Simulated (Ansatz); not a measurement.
The molecule ZrN, multiplicity 2 (the spin of the measured ground state). No spin–orbit coupling.

D_e counts from the fitted minimum to each atom's lowest state at the same level, without counterpoise.

Codes used: Ansatz (an electronic-structure program). Each number belongs to the level named beside it. In def2 rows elements past Kr take small-core potentials, without spin–orbit coupling.

Question: Predict the bond energy D_e from CAM-B3LYP/def2-TZVPP.

Answer: 133.7 kcal/mol

Question: What is the computed bond energy D_e (BHLYP/def2-TZVPP)?

Answer: 111.6 kcal/mol

Question: What is the computed bond energy D_e (wB97M-V/def2-TZVPP)?

Answer: 131.9 kcal/mol
